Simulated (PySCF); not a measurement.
Compound: C4H9GeNSi.
Geometry (PBE0-D3(BJ)/def2-SVP, Å), atoms numbered from 1 in this order:
```
atom  x, y, z in Å
C1     3.685    0.573    0.019
N2     2.581   -0.077    0.665
C3     1.560   -0.389   -0.021
Si4    0.105   -1.255    0.814
C5    -1.443   -0.386    0.336
C6    -2.445    0.226   -0.011
Ge7   -4.010    1.171   -0.537
H8     3.535    0.747   -1.066
H9     3.875    1.539    0.515
H10    4.596   -0.030    0.164
H11    1.510   -0.163   -1.113
H12    0.012   -2.666    0.328
H13    0.278   -1.233    2.291
H14   -4.530    0.572   -1.852
H15   -5.067    1.028    0.567
H16   -3.649    2.650   -0.736
```

The calculation used PBE0-D3(BJ)/def2-SVP geometry optimisation, gas phase (PySCF 2.14.0).

Take the most abundant isotopes and a rigid rotor. The values belong to one conformer with, in the numbering `[CH3:1]/[N:2]=[CH:3]/[SiH2:4][C:5]#[C:6][GeH3:7]`, N2–C3–Si4–C5 131°.

(1) Give the principal moments of inertia and the rotational constants in MHz.

(2) What kind of rotor is it?

(3) Is it planar, by Δ = Ic − Ia − Ib?

(4) Give the other two planar moments, Paa and Pbb, and the rms extents of the mass along the axes.

(5) List the rotational levels J(Ka,Kc) to J = 3 (K).

(6) Predict some low-J microwave lines.

## Answers

(1) Ia = 131.01, Ib = 1446.88, Ic = 1552.49 u·Å²; 505379 MHz·u·Å²/I gives A = 3858, B = 349.3, C = 325.5 MHz.

(2) A near-prolate asymmetric top; Ray's κ = -0.987.

(3) Not planar: Δ = Ic − Ia − Ib = -25.40 u·Å². For a rigid frame Δ = −2 Σ m c², so Σ m c² = 12.70 u·Å² lies off the ab plane: 9.31 from hydrogen and 3.39 from heavier atoms. The atom farthest from that plane is 1.42 Å away.

(4) Paa = Σ m a² = (Ib + Ic − Ia)/2 = 1434.18 and Pbb = Σ m b² = (Ia + Ic − Ib)/2 = 118.31 u·Å². With the mass M = 172.97 u, the rms extents √(P/M) along a, b and c are 2.88, 0.83, 0.27 Å.

(5) Above 0(0,0), as E/k:
J = 1: 1(0,1) 0.032, 1(1,1) 0.201, 1(1,0) 0.202
J = 2: 2(0,2) 0.097, 2(1,2) 0.264, 2(1,1) 0.268, 2(2,1) 0.773, 2(2,0) 0.773
J = 3: 3(0,3) 0.194, 3(1,3) 0.360, 3(1,2) 0.367, 3(2,2) 0.870, 3(2,1) 0.870, 3(3,1) 1.715, 3(3,0) 1.715

(6) The dipole components are |μa| = 0.21 D, |μb| = 1.32 D, |μc| = 0.93 D. Intensities carry the squares of the components, which stand as 0.03 : 1.00 : 0.49 (a : b : c). Some lines, for components of 0.1 D or more:

| type | branch | J(Ka,Kc) | MHz | lower level (cm⁻¹) |
| --- | --- | --- | --- | --- |
| a | R | 2(1,2) ← 1(1,1) | 1326 | 0.140 |
| a | R | 2(0,2) ← 1(0,1) | 1350 | 0.023 |
| a | R | 3(1,3) ← 2(1,2) | 1989 | 0.184 |
| a | R | 3(0,3) ← 2(0,2) | 2024 | 0.068 |
| a | R | 3(2,2) ← 2(2,1) | 2024 | 0.537 |
| a | R | 3(2,1) ← 2(2,0) | 2025 | 0.537 |
| c | Q | 3(1,3) ← 3(0,3) | 3449 | 0.135 |
| c | Q | 2(1,2) ← 2(0,2) | 3485 | 0.068 |
| b | Q | 2(1,1) ← 2(0,2) | 3556 | 0.068 |
| b | R | 1(1,1) ← 0(0,0) | 4183 | 0.000 |
| c | R | 3(1,2) ← 2(0,2) | 5616 | 0.068 |
| c | Q | 3(2,2) ← 3(1,2) | 10489 | 0.255 |
| b | Q | 3(2,1) ← 3(1,2) | 10490 | 0.255 |
| b | Q | 2(2,1) ← 2(1,2) | 10596 | 0.184 |
| c | R | 2(2,0) ← 1(1,0) | 11898 | 0.140 |
| c | R | 2(2,1) ← 1(1,1) | 11922 | 0.140 |
| b | R | 2(2,0) ← 1(1,1) | 11922 | 0.140 |
| b | R | 3(2,2) ← 2(1,1) | 12549 | 0.186 |
| c | R | 3(2,2) ← 2(1,2) | 12620 | 0.184 |
| c | Q | 3(3,1) ← 3(2,1) | 17600 | 0.605 |
| b | Q | 3(3,1) ← 3(2,2) | 17601 | 0.605 |
| b | R | 3(3,1) ← 2(2,0) | 19625 | 0.537 |
| c | R | 3(3,1) ← 2(2,1) | 19625 | 0.537 |

Not checked by PBE0-D3(BJ)/def2-SVP frequencies. No vibrational averaging or centrifugal distortion is included, and the geometry carries the error of its method. A rigid rotor knows nothing of internal rotation, which can split or shift real lines. Quadrupole hyperfine structure (14N) is left out.
